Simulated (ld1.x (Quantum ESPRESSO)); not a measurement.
Rh (Z = 45): variants of one TM potential

Base potential:

| Property | Result |
| --- | --- |
| Element | rhodium (Rh) |
| Generator | ld1.x (Quantum ESPRESSO) 7.5 |
| Type | norm-conserving Troullier–Martins (Kleinman–Bylander form) |
| Functional | PBEsol |
| Relativity | fully relativistic |
| Frozen core | [Kr] |
| Valence charge | 9 |
| Reference configuration | 4d8 5s0 5p0 (charge +1) |
| Partial waves | 5s (bound, empty): rc 2.50 bohr; 5p (bound, empty): rc 3.05 bohr; 4d (bound): rc 1.80 bohr |
| Local potential | all-electron potential smoothed inside 1.50 bohr (lloc = -1) |
| Core correction | none |

Open shells are filled in proportion to 2j + 1 (rel_dist='average').

All-electron outer shells of the reference configuration (PBEsol, scalar-relativistic, ld1.x):

```
shell  level (eV)  outermost node (bohr)  outermost maximum (bohr)
   4p      -58.09                   0.47                      0.94
   4d      -13.59                   0.46                      1.15
   5s      -10.74                   1.19                      2.51
   5p       -6.08                   1.34                      3.18
```

Cutoffs, loose and tight: the cutoffs (Ry, on a coarse ladder) from which the occupation-weighted sum of valence levels, in a spherical-Bessel basis at the reference potential, stays within 10 and 1 mRy of its value at 400 Ry. They do not see the model core or the augmentation charge, which bear on the density cutoff. Test errors are all-electron minus pseudo excitation energies from the reference, over the configurations 4d8 5s1 5p0; 4d7 5s0 5p0; 4d6 5s0 5p0; 4d8 5s0 5p1; 4d7 5s1 5p1; 4d8.5 5s0.5 5p0; 4d7 5s1 5p0. A dash means not determined; rows that change the core or the reference have their own tests. The largest error is taken over the tests solved by every variant that gives reliable tests at all: 4d6 5s0 5p0; 4d7 5s0 5p0; 4d8 5s1 5p0; 4d8.5 5s0.5 5p0.

A true bound ghost makes a file unfit for plane-wave use even where its test errors are small: the radial tests pick states by their node count and pass the ghost by. Where a test does run into it, the solver fails or the error is huge.

| change | outcome | cutoff, loose | cutoff, tight | bound ghosts | largest test error (meV) |
| --- | --- | --- | --- | --- | --- |
| base | generated | 50 Ry | 60 Ry | s, p3/2, p1/2 | -171 |
| all radii scaled by about 0.76 (s 1.90, p 2.32, d 1.38 bohr); local potential all-electron potential smoothed inside 1.14 bohr (lloc = -1) | generated | 60 Ry | 80 Ry | s, p1/2, p3/2 | -164 |
| all radii scaled by about 0.85 (s 2.12, p 2.58, d 1.52 bohr); local potential all-electron potential smoothed inside 1.28 bohr (lloc = -1) | generated | 60 Ry | 70 Ry | s, p3/2, p1/2 | -167 |
| all radii scaled by about 0.91 (s 2.28, p 2.78, d 1.64 bohr); local potential all-electron potential smoothed inside 1.38 bohr (lloc = -1) | generated | 55 Ry | 70 Ry | s, p3/2, p1/2 | -169 |
| all radii scaled by about 1.20 (s 3.00, p 3.66, d 2.16 bohr); local potential all-electron potential smoothed inside 1.80 bohr (lloc = -1) | generated | 45 Ry | 50 Ry | s | -172 |
| all radii scaled by about 1.27 (s 3.18, p 3.88, d 2.30 bohr); local potential all-electron potential smoothed inside 1.92 bohr (lloc = -1) | generated | 40 Ry | 50 Ry | s | -155 |
| all radii scaled by about 1.37 (s 3.42, p 4.16, d 2.46 bohr); local potential all-electron potential smoothed inside 2.04 bohr (lloc = -1) | generated | 40 Ry | 50 Ry | s | -143 |

(1) What comes out with this change to the base: all radii scaled by about 1.13 (s 2.84, p 3.46, d 2.04 bohr); local potential all-electron potential smoothed inside 1.70 bohr (lloc = -1)?

## Answers

(1) outcome: generated; cutoff, loose: 50 Ry; cutoff, tight: 55 Ry; bound ghosts: s, p3/2; largest test error (meV): -172.

Reading the sweep of the scale of all radii (base = 1) (base included, trends over the rows without a ghost): Bound ghosts are found at 0.76, 0.85, 0.91, 1, 1.13, 1.2, 1.27, 1.37. Every judged row has one, so this setting neither creates nor removes them.
